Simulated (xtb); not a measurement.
Calculation: GFN2-xTB (xtb).

```
xtb start.xyz --ohess tight --gfn 2 --chrg 0 --uhf 0 --iterations 400

# start.xyz
8

Ti     0.000000     0.000000     0.000000
F      1.073631     0.224543     1.796525
F     -0.819686    -1.936644    -0.090157
F      1.296168     0.290008    -1.632926
C     -1.685837     1.546613    -0.079871
H     -2.413160     1.299219    -0.859163
H     -1.295814     2.546320    -0.294268
H     -2.222687     1.596258     0.872402
```

Output:

```
[...]
      -------------------------------------------------------------
                  HL-Gap            0.1172388 Eh            3.1902 eV
             Fermi-level           -0.3608511 Eh           -9.8193 eV


         :::::::::::::::::::::::::::::::::::::::::::::::::::::
         ::                     SUMMARY                     ::
         :::::::::::::::::::::::::::::::::::::::::::::::::::::
         :: total energy             -19.749517996628 Eh    ::
         :: gradient norm              0.000079307427 Eh/a0 ::
         :: HOMO-LUMO gap              3.190231381276 eV    ::
         ::.................................................::
         :: SCC energy               -19.843820131314 Eh    ::
         :: -> isotropic ES            0.073554961005 Eh    ::
         :: -> anisotropic ES         -0.002580113553 Eh    ::
         :: -> anisotropic XC          0.000071350895 Eh    ::
         :: -> dispersion             -0.003066355837 Eh    ::
         :: repulsion energy           0.094302134686 Eh    ::
         :: add. restraining           0.000000000000 Eh    ::
         :: total charge               0.000000000000 e     ::
         :::::::::::::::::::::::::::::::::::::::::::::::::::::

           -------------------------------------------------
          |                Numerical Hessian                |
           -------------------------------------------------
step length          :   0.00500
SCC accuracy         :   0.30000
Hessian scale factor :   1.00000
frozen atoms in %    :   0.00000    0
RMS gradient         :   0.00008
estimated CPU  time      0.00 min
estimated wall time      0.00 min

writing file <hessian>.

 projected vibrational frequencies (cm⁻¹)
eigval :       -0.00    -0.00     0.00     0.00     0.00     0.00
eigval :       63.04   163.63   163.63   187.04   187.04   198.20
eigval :      513.28   550.95   565.18   565.20   658.63   658.64
eigval :     1192.08  1433.45  1433.45  2914.89  2916.25  2916.26
           -------------------------------------------------
          |                Property Printout                |
           -------------------------------------------------

    * Orbital Energies and Occupations

         #    Occupation            Energy/Eh            Energy/eV
      -------------------------------------------------------------
         1        2.0000           -0.8725933             -23.7445
       ...           ...                  ...                  ...
         4        2.0000           -0.6280258             -17.0895
         5        2.0000           -0.5349031             -14.5555
         6        2.0000           -0.5193086             -14.1311
         7        2.0000           -0.5177917             -14.0898
         8        2.0000           -0.5177912             -14.0898
         9        2.0000           -0.5105185             -13.8919
        10        2.0000           -0.5105177             -13.8919
        11        2.0000           -0.5090846             -13.8529
        12        2.0000           -0.5090840             -13.8529
        13        2.0000           -0.5056843             -13.7604
        14        2.0000           -0.4896704             -13.3246
        15        2.0000           -0.4896698             -13.3246
        16        2.0000           -0.4194705             -11.4144 (HOMO)
        17                         -0.3022317              -8.2241 (LUMO)
        18                         -0.3022302              -8.2241
        19                         -0.2451204              -6.6701
        20                         -0.2390126              -6.5039
        21                         -0.2390087              -6.5038
        22                          0.0681079               1.8533
        23                          0.1770787               4.8186
        24                          0.1770811               4.8186
        25                          0.2681976               7.2980
        26                          0.5410333              14.7223
        27                          0.5410542              14.7228
        28                          0.7763098              21.1245
      -------------------------------------------------------------
                  HL-Gap            0.1172389 Eh            3.1902 eV
             Fermi-level           -0.3608511 Eh           -9.8193 eV

     #   Z          covCN         q      C6AA      α(0)
     1  22 Ti       2.827     1.179   101.266    24.574
     2   9 F        0.664    -0.401    13.556     4.346
     3   9 F        0.664    -0.401    13.556     4.346
     4   9 F        0.664    -0.401    13.556     4.346
     5   6 C        3.601    -0.282    27.003     7.515
     6   1 H        0.924     0.102     1.767     2.079
     7   1 H        0.924     0.102     1.767     2.079
     8   1 H        0.924     0.102     1.767     2.079

 Mol. C6AA /au·bohr⁶  :        839.759971
 Mol. C8AA /au·bohr⁸  :      35376.631620
 Mol. α(0) /au        :         51.364862

Wiberg/Mayer (AO) data.
largest (>0.10) Wiberg bond orders for each atom

 ---------------------------------------------------------------------------
     #   Z sym  total        # sym  WBO       # sym  WBO       # sym  WBO
 ---------------------------------------------------------------------------
     1  22 Ti   4.197 --     5 C    1.098     2 F    0.958     3 F    0.958
                             4 F    0.958
     2   9 F    1.052 --     1 Ti   0.958
     3   9 F    1.052 --     1 Ti   0.958
     4   9 F    1.052 --     1 Ti   0.958
     5   6 C    3.920 --     1 Ti   1.098     7 H    0.908     8 H    0.908
                             6 H    0.908
     6   1 H    0.990 --     5 C    0.908
     7   1 H    0.990 --     5 C    0.908
     8   1 H    0.990 --     5 C    0.908
 ---------------------------------------------------------------------------

Topologies differ in total number of bonds
Writing topology from bond orders to xtbtopo.mol

molecular dipole:
                 x           y           z       tot (Debye)
 q only:       -0.772       0.708      -0.037
   full:       -0.301       0.277      -0.014       1.040
molecular quadrupole (traceless):
                xx          xy          yy          xz          yz          zz
 q only:        2.231      -5.311       1.314       0.274      -0.251      -3.545
  q+dip:        2.639      -6.282       1.555       0.324      -0.297      -4.193
   full:        2.299      -5.474       1.355       0.283      -0.259      -3.654

           -------------------------------------------------
          |                Geometry Summary                 |
           -------------------------------------------------

      molecular mass/u    :      119.8965126
   center of mass at/Å    :       -0.0707664       0.0649169      -0.0033533
  moments of inertia/u·Å² :        0.1543723E+03   0.1543759E+03   0.1627260E+03
rotational constants/cm⁻¹ :        0.1092012E+00   0.1091986E+00   0.1035952E+00

 * 7 selected distances

     #   Z          #   Z                                           value/Å
     1  22 Ti       2   9 F                                       1.7040406
     1  22 Ti       3   9 F                                       1.7040470
     1  22 Ti       4   9 F                                       1.7040407
     1  22 Ti       5   6 C                                       2.0541180 (max)
Refinement of some symmetry elements was terminated before convergence was reached.
Some symmetry elements may remain unidentified.
Molecule has the following symmetry elements: (C3)
It seems to be the C3 point group
     5   6 C        6   1 H                                       1.0985730
     5   6 C        7   1 H                                       1.0985710 (min)
     5   6 C        8   1 H                                       1.0985729

 * 3 distinct bonds (by element types)

   Z      Z             #   av. dist./Å        max./Å        min./Å
   1 H    6 C           3     1.0985723     1.0985730     1.0985710
   6 C   22 Ti          1     2.0541180     2.0541180     2.0541180
   9 F   22 Ti          3     1.7040428     1.7040470     1.7040406

           -------------------------------------------------
          |               Frequency Printout                |
           -------------------------------------------------
 projected vibrational frequencies (cm⁻¹)
eigval :       -0.00    -0.00     0.00     0.00     0.00     0.00
eigval :       63.04   163.63   163.63   187.04   187.04   198.20
eigval :      513.28   550.95   565.18   565.20   658.63   658.64
eigval :     1192.08  1433.45  1433.45  2914.89  2916.25  2916.26
 reduced masses (amu)
   1: 27.18   2: 28.88   3: 23.76   4: 20.33   5: 20.65   6: 15.92   7:  1.38   8: 21.31
   9: 21.31  10: 17.51  11: 17.51  12: 27.42  13: 16.42  14: 22.18  15:  7.82  16:  7.82
  17: 25.20  18: 25.20  19:  3.25  20:  1.75  21:  1.75  22:  1.23  23:  1.96  24:  1.96
 IR intensities (km·mol⁻¹)
   1:  0.10   2:  0.05   3:  0.04   4:  0.06   5:  0.12   6:  0.22   7:  0.05   8: 29.11
   9: 29.11  10:  4.07  11:  4.08  12: 64.59  13:  2.87  14: 63.84  15:  0.32  16:  0.32
  17:185.00  18:185.01  19:  0.01  20: 10.68  21: 10.67  22:  0.22  23: 11.06  24: 11.04
 Raman intensities (Ä⁴*amu⁻¹)
   1:  0.00   2:  0.00   3:  0.00   4:  0.00   5:  0.00   6:  0.00   7:  0.00   8:  0.00
   9:  0.00  10:  0.00  11:  0.00  12:  0.00  13:  0.00  14:  0.00  15:  0.00  16:  0.00
  17:  0.00  18:  0.00  19:  0.00  20:  0.00  21:  0.00  22:  0.00  23:  0.00  24:  0.00
 output can be read by thermo (or use thermo option).
 writing <g98.out> molden fake output.
 recommended (thermochemical) frequency scaling factor: 1.0
           -------------------------------------------------
          |             Thermodynamic Functions             |
           -------------------------------------------------

c3  symmetry found (for desy threshold:  0.10E+00) used in thermo

          ...................................................
          :                      SETUP                      :
          :.................................................:
          :  # frequencies                          18      :
          :  # imaginary freq.                       0      :
          :  linear?                             false      :
          :  only rotor calc.                    false      :
          :  symmetry                               c3      :
          :  rotational number                       3      :
          :  scaling factor                  1.0000000      :
          :  rotor cutoff                   50.0000000 cm⁻¹ :
          :  imag. cutoff                  -20.0000000 cm⁻¹ :
          :.................................................:

    mode    ω/cm⁻¹     T·S(HO)/kcal·mol⁻¹    T·S(FR)/kcal·mol⁻¹   T·S(vib)
   ------------------------------------------------------------------------
       1     63.04    -1.29987 ( 71.64%)    -0.98741 ( 28.36%)    -1.21126
       2    163.63    -0.74760 ( 99.14%)    -0.70514 (  0.86%)    -0.74723
       3    163.63    -0.74757 ( 99.14%)    -0.70513 (  0.86%)    -0.74720
       4    187.04    -0.67292 ( 99.49%)    -0.66555 (  0.51%)    -0.67289
       5    187.04    -0.67291 ( 99.49%)    -0.66555 (  0.51%)    -0.67287
       6    198.20    -0.64094 ( 99.60%)    -0.64839 (  0.40%)    -0.64097
   ------------------------------------------------------------------------

   temp. (K)  partition function   enthalpy   heat capacity  entropy
                                   cal/mol     cal/K/mol   cal/K/mol   J/K/mol
 298.15  VIB   86.4                 3030.315     17.791     18.726
         ROT  0.501E+05              888.752      2.981     24.488
         INT  0.433E+07             3919.067     20.772     43.215
         TR   0.127E+28             1481.254      4.968     40.241
         TOT                        5400.3214    25.7401    83.4554   349.1774

       T/K    H(0)-H(T)+PV         H(T)/Eh          T*S/Eh         G(T)/Eh
   ------------------------------------------------------------------------
    298.15    0.860596E-02    0.479746E-01    0.396523E-01    0.832227E-02
   ------------------------------------------------------------------------

         :::::::::::::::::::::::::::::::::::::::::::::::::::::
         ::                  THERMODYNAMIC                  ::
         :::::::::::::::::::::::::::::::::::::::::::::::::::::
         :: total free energy         -19.741195727277 Eh   ::
         ::.................................................::
         :: total energy              -19.749517996628 Eh   ::
         :: zero point energy           0.039368658057 Eh   ::
         :: G(RRHO) w/o ZPVE           -0.031046388707 Eh   ::
         :: G(RRHO) contrib.            0.008322269351 Eh   ::
         :::::::::::::::::::::::::::::::::::::::::::::::::::::

optimized geometry written to: xtbopt.xyz

           -------------------------------------------------
          | TOTAL ENERGY              -19.749517996628 Eh   |
          | TOTAL ENTHALPY            -19.701543378671 Eh   |
          | TOTAL FREE ENERGY         -19.741195727277 Eh   |
          | GRADIENT NORM               0.000079305743 Eh/α |
          | HOMO-LUMO GAP               3.190231780914 eV   |
           -------------------------------------------------

------------------------------------------------------------------------
```

Cost: very roughly 0.4 core-seconds.
